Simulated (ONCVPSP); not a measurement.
Transferability test, ONCV potential for iron (Fe)

* Element: iron (Fe)
* Generator: ONCVPSP 4.0.1
* Type: optimised norm-conserving Vanderbilt (ONCV)
* Functional: LDA (Perdew-Wang 92)
* Relativity: scalar-relativistic
* Frozen core: [Ne]
* Valence charge: 16
* Reference configuration: 3s2 3p6 3d6 4s2
* Partial waves: 3s+4s: rc 1.30 bohr, ncon 4, nbas 8, qcut 7.1 1/bohr, 3 projectors, debl 2.9 Ha; 3p: rc 1.05 bohr, ncon 3, nbas 7, qcut 11.8 1/bohr, 1 projector; 3d: rc 1.30 bohr, ncon 5, nbas 10, qcut 14.4 1/bohr, 2 projectors, debl 3.6 Ha
* Local potential: polynomial inside 0.95 bohr (lpopt 5, dvloc0 3 Ha)
* Core correction: Teter function, fcfact 4.75, rcfact 1.55

Energies are relative to the spin-unpolarised reference configuration 3s2 3p6 3d6 4s2; without spin polarisation the order of configurations can differ from experiment.

Problem. Give the all-electron excitation energy and the error of the potential for: 3s2 3p6 3d6 4s1; 3s2 3p6 3d6 4s0; 3s2 3p6 3d5 4s0; 3s2 3p6 3d7 4s0.

Solution.

```json
{"valence configuration": "3s2 3p6 3d6 4s1", "charge": "+1", "ΔE all-electron (eV)": "8.974", "error AE − PS (meV)": "-0.3"}
{"valence configuration": "3s2 3p6 3d6 4s0", "charge": "+2", "ΔE all-electron (eV)": "25.459", "error AE − PS (meV)": "+0.2"}
{"valence configuration": "3s2 3p6 3d5 4s0", "charge": "+3", "ΔE all-electron (eV)": "59.993", "error AE − PS (meV)": "-1.6"}
{"valence configuration": "3s2 3p6 3d7 4s0", "charge": "+1", "ΔE all-electron (eV)": "6.844", "error AE − PS (meV)": "+9.3"}
```

Levels in the configuration 3s2 3p6 3d7 4s0:

```csv
level,all-electron (eV),pseudo (eV)
3s,-96.759,-96.734
3p,-63.338,-63.313
3d,-11.804,-11.807
```
